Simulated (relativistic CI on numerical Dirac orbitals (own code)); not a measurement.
## Spin-allowed bands of a d3 ion in an octahedral site, by hand

Problem. A d3 ion in an octahedral site has a 4A2 ground term and spin-allowed bands at ν1 = 22500 and ν2 = 29158 cm⁻¹ (from a computed ligand-field model). Find Δ and the Racah parameter B, and predict the third band.

Working.
1. The F term splits into A2 (−1.2Δ), T2 (−0.2Δ) and T1 (+0.6Δ), so ν1 = E(T2) − E(A2) = Δ = 22500 cm⁻¹.
2. T1(F) mixes with T1(P), which lies at 15B, through an element 0.4Δ. The two roots, counted from A2, are ν2,3 = ½(15B + 3Δ) ∓ ½√[(15B − Δ)² + 12BΔ].
3. Solving the lower root for B gives B = (2ν1² + ν2² − 3ν1ν2)/(15ν2 − 27ν1) = -105476036/-170130 = 620 cm⁻¹.
4. The sum of the roots is 15B + 3Δ, so ν3 = 15B + 3ν1 − ν2 = 47642 cm⁻¹ (210 nm).

Check. The bands were computed by exact diagonalisation of the d3 shell with B = 620 and Δ = 22500 cm⁻¹, which gives ν3 = 47642 cm⁻¹. C does not enter the terms of highest spin.
